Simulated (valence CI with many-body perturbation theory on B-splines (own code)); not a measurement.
## Pt⁷¹⁺: electric-dipole lines

Calculated by configuration interaction combined with many-body perturbation theory (CI+MBPT): five valence electrons over a frozen Dirac-Fock core [He], a basis of 9 s, 9 p, 8 d, 6 f, 3 g, 1 h functions for each j, with the one-electron correlation potential Σ1, the two-electron term Σ2, the three-electron term Σ3, Breit, model QED; selected CI, second order for the rest (own B-spline code, finite nucleus).

No measured spectrum was set against this ion. As an estimate, large intervals hold to a few tenths of a per cent, small ones and those within an open d or f shell to about a per cent. Among the levels kept, up to 1200 cm⁻¹ of a level comes from second order outside the variational space, and about a tenth of that is noise between levels of different J, which matters for small intervals.

Lines 151 to 200 of 262 in falling wavelength, among levels below 943.83 Ry, chosen from the strongest by gf and those to the six lowest levels. Wavelengths and rates use the calculated energies. Electric multipoles are in the length gauge, E1 and E2 with the static RPA response of the core. Weak lines are less certain than strong ones. Lines between different terms over intervals too small for the method are left out, as are lines whose strength nearly cancels. The highest levels of a list are the least certain.

Levels are named by their leading jj configuration (3d3/2^4 stands for four electrons in 3d with j = 3/2), which in mixed levels can hold well under half, so a name can repeat and another be missing. Letters in brackets count levels of one name in rising energy.

```csv
λ vac (Å),Upper,Lower,A (s⁻¹),log gf,Branch %
1.264,(2s^2 2p1/2 2p3/2 3s) J=5/2,(2s^2 2p1/2 2p3/2^2) J=5/2,1.41e+14,-0.69,67.2
1.264,(2s^2 2p1/2 2p3/2 3s) J=3/2 [a],(2s^2 2p1/2 2p3/2^2) J=3/2,1.25e+14,-0.92,66.4
1.263,(2s^2 2p1/2 2p3/2 3s) J=3/2 [b],(2s^2 2p1/2 2p3/2^2) J=5/2,2.12e+14,-0.69,54.8
1.263,(2s^2 2p1/2 2p3/2 3s) J=1/2,(2s^2 2p1/2 2p3/2^2) J=3/2,2.49e+14,-0.92,60.5
1.261,(2s^2 2p1/2 2p3/2 3s) J=5/2,(2s^2 2p1/2 2p3/2^2) J=3/2,9.92e+12,-1.85,4.7
1.260,(2s^2 2p1/2 2p3/2 3s) J=3/2 [b],(2s^2 2p1/2 2p3/2^2) J=3/2,3.83e+13,-1.44,9.9
1.255,(2s 2p1/2^2 2p3/2 3s) J=3/2 [b],(2s 2p1/2^2 2p3/2^2) J=5/2,2.24e+13,-1.67,13.0
1.244,(2s^2 2p1/2 2p3/2 3p3/2) J=1/2 [a],(2s 2p1/2^2 2p3/2^2) J=1/2,1.34e+12,-3.21,16.3
1.243,(2s^2 2p1/2 2p3/2 3p3/2) J=3/2 [a],(2s 2p1/2^2 2p3/2^2) J=1/2,6.85e+10,-4.20,1.1
1.240,(2s^2 2p1/2 2p3/2 3p3/2) J=3/2 [b],(2s 2p1/2^2 2p3/2^2) J=1/2,3.29e+11,-3.52,6.6
1.236,(2s^2 2p1/2 2p3/2 3p3/2) J=1/2 [b],(2s 2p1/2^2 2p3/2^2) J=1/2,4.47e+10,-4.69,0.5
1.231,(2s^2 2p1/2 2p3/2 3p3/2) J=5/2 [a],(2s 2p1/2^2 2p3/2^2) J=5/2,1.03e+12,-2.85,18.3
1.229,(2s^2 2p1/2 2p3/2 3p3/2) J=3/2 [a],(2s 2p1/2^2 2p3/2^2) J=5/2,3.33e+11,-3.52,5.2
1.229,(2s^2 2p1/2 2p3/2 3p3/2) J=7/2,(2s 2p1/2^2 2p3/2^2) J=5/2,2.62e+10,-4.32,0.4
1.226,(2s^2 2p1/2 2p3/2 3p3/2) J=3/2 [b],(2s 2p1/2^2 2p3/2^2) J=5/2,4.86e+11,-3.36,9.7
1.225,(2s^2 2p1/2 2p3/2 3p3/2) J=5/2 [b],(2s 2p1/2^2 2p3/2^2) J=5/2,7.28e+10,-4.01,1.2
1.217,(2s 2p1/2^2 2p3/2 3p1/2) J=3/2 [a],(2s^2 2p1/2 2p3/2^2) J=1/2,1.01e+11,-4.05,0.0
1.210,(2s 2p1/2^2 2p3/2 3p1/2) J=3/2 [a],(2s^2 2p1/2 2p3/2^2) J=5/2,4.23e+10,-4.43,0.0
1.210,(2s 2p1/2^2 2p3/2 3p1/2) J=5/2,(2s^2 2p1/2 2p3/2^2) J=5/2,1.20e+11,-3.80,0.0
1.208,(2s 2p1/2^2 2p3/2 3p1/2) J=3/2 [a],(2s^2 2p1/2 2p3/2^2) J=3/2,1.06e+12,-3.03,0.4
1.208,(2s 2p1/2^2 2p3/2 3p1/2) J=5/2,(2s^2 2p1/2 2p3/2^2) J=3/2,1.29e+10,-4.77,0.0
1.206,(2s 2p1/2^2 2p3/2 3p1/2) J=1/2,(2s^2 2p1/2 2p3/2^2) J=1/2,1.90e+11,-4.08,0.0
1.206,(2s 2p1/2^2 2p3/2 3p1/2) J=3/2 [b],(2s^2 2p1/2 2p3/2^2) J=1/2,1.67e+11,-3.84,0.0
1.199,(2s 2p1/2^2 2p3/2 3p1/2) J=3/2 [b],(2s^2 2p1/2 2p3/2^2) J=5/2,6.41e+11,-3.26,0.1
1.197,(2s 2p1/2^2 2p3/2 3p1/2) J=1/2,(2s^2 2p1/2 2p3/2^2) J=3/2,2.25e+10,-5.01,0.0
1.197,(2s 2p1/2^2 2p3/2 3p1/2) J=3/2 [b],(2s^2 2p1/2 2p3/2^2) J=3/2,2.10e+11,-3.74,0.0
1.191,(2s 2p1/2^2 2p3/2 3d3/2) J=3/2 [a],(2s 2p1/2^2 2p3/2^2) J=1/2,1.10e+14,-1.03,26.4
1.190,(2s 2p1/2^2 2p3/2 3d3/2) J=1/2 [a],(2s 2p1/2^2 2p3/2^2) J=3/2,1.22e+14,-1.29,66.1
1.190,(2s 2p1/2^2 2p3/2 3d3/2) J=1/2 [a],(2s 2p1/2^2 2p3/2^2) J=1/2,6.03e+13,-1.59,32.7
1.183,(2s^2 2p1/2 2p3/2 3d3/2) J=3/2 [a],(2s^2 2p1/2 2p3/2^2) J=1/2,7.10e+13,-1.22,11.3
1.182,(2s^2 2p1/2 2p3/2 3d3/2) J=1/2 [a],(2s^2 2p1/2 2p3/2^2) J=1/2,9.61e+13,-1.40,28.0
1.181,(2s 2p1/2^2 2p3/2 3d3/2) J=3/2 [b],(2s 2p1/2^2 2p3/2^2) J=3/2,7.99e+13,-1.17,38.0
1.181,(2s 2p1/2^2 2p3/2 3d3/2) J=3/2 [b],(2s 2p1/2^2 2p3/2^2) J=1/2,1.48e+13,-1.91,7.0
1.180,(2s 2p1/2^2 2p3/2 3d3/2) J=5/2 [b],(2s 2p1/2^2 2p3/2^2) J=3/2,3.78e+13,-1.32,33.7
1.179,(2s 2p1/2^2 2p3/2 3d3/2) J=1/2 [b],(2s 2p1/2^2 2p3/2^2) J=3/2,1.65e+14,-1.16,39.9
1.179,(2s 2p1/2^2 2p3/2 3d3/2) J=1/2 [b],(2s 2p1/2^2 2p3/2^2) J=1/2,2.17e+14,-1.04,52.4
1.179,(2s 2p1/2^2 2p3/2 3d3/2) J=5/2 [a],(2s 2p1/2^2 2p3/2^2) J=5/2,1.66e+14,-0.68,83.9
1.178,(2s^2 2p1/2 2p3/2 3d3/2) J=3/2 [b],(2s^2 2p1/2 2p3/2^2) J=1/2,1.05e+14,-1.06,4.4
1.178,(2s 2p1/2^2 2p3/2 3d3/2) J=3/2 [a],(2s 2p1/2^2 2p3/2^2) J=5/2,2.92e+14,-0.61,70.2
1.178,(2s 2p1/2^2 2p3/2 3d3/2) J=7/2,(2s 2p1/2^2 2p3/2^2) J=5/2,3.34e+13,-1.26,77.5
1.177,(2s^2 2p1/2 2p3/2 3d3/2) J=1/2 [b],(2s^2 2p1/2 2p3/2^2) J=1/2,7.74e+13,-1.49,3.1
1.176,(2s^2 2p1/2 2p3/2 3d3/2) J=3/2 [a],(2s^2 2p1/2 2p3/2^2) J=5/2,5.99e+13,-1.30,9.5
1.176,(2s^2 2p1/2 2p3/2 3d3/2) J=5/2 [a],(2s^2 2p1/2 2p3/2^2) J=5/2,1.50e+14,-0.73,64.5
1.176,(2s^2 2p1/2^2 3d3/2) J=3/2,(2s^2 2p1/2^2 2p3/2) J=3/2,3.21e+14,-0.57,99.5
1.175,(2s 2p1/2^2 2p3/2 3d5/2) J=5/2,(2s 2p1/2^2 2p3/2^2) J=3/2,2.06e+14,-0.59,13.0
1.174,(2s^2 2p1/2 2p3/2 3d3/2) J=7/2,(2s^2 2p1/2 2p3/2^2) J=5/2,4.85e+13,-1.10,96.7
1.174,(2s^2 2p1/2 2p3/2 3d3/2) J=3/2 [a],(2s^2 2p1/2 2p3/2^2) J=3/2,1.88e+14,-0.81,29.9
1.174,(2s^2 2p1/2 2p3/2 3d3/2) J=5/2 [a],(2s^2 2p1/2 2p3/2^2) J=3/2,4.86e+11,-3.22,0.2
1.173,(2s^2 2p1/2 2p3/2 3d3/2) J=1/2 [a],(2s^2 2p1/2 2p3/2^2) J=3/2,1.85e+14,-1.12,53.9
1.172,(2s^2 2p1/2 2p3/2 3d3/2) J=5/2 [b],(2s^2 2p1/2 2p3/2^2) J=5/2,2.91e+13,-1.44,1.3
```
